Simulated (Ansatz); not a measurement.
Breaking the B1–Cl2 bond in BCl (multiplicity 1 held). Energies count from the point at 1.722 Å.


Restricted levels (R-, RO-) in cc, def2 and unpolarised 6-31G sets keep to the state of the molecule at rest. Unrestricted levels (U-) break spin symmetry where that is lower. Levels need not reach the same state.

Correlated levels freeze the cores.

Codes used: Ansatz (an electronic-structure program) with Gaussian orbitals. Each number belongs to the level named beside it.

Task: One of these levels gives 86.52 kcal/mol for the energy at R = 6.886 Å. Which?
A) R-HF/6-31G
B) U-HF/6-31G
C) U-MP2/6-31G
D) R-SCS-MP2/6-31G

Result: C, U-MP2/6-31G. The others give 141.37 (R-HF/6-31G), 67.84 (U-HF/6-31G), 110.40 (R-SCS-MP2/6-31G)

Doubts at one or more of the structures used: a restricted determinant that unrestricted orbitals would lower (R-HF/6-31G, R-SCS-MP2/6-31G); a spin-contaminated determinant (U-HF/6-31G, U-MP2/6-31G).
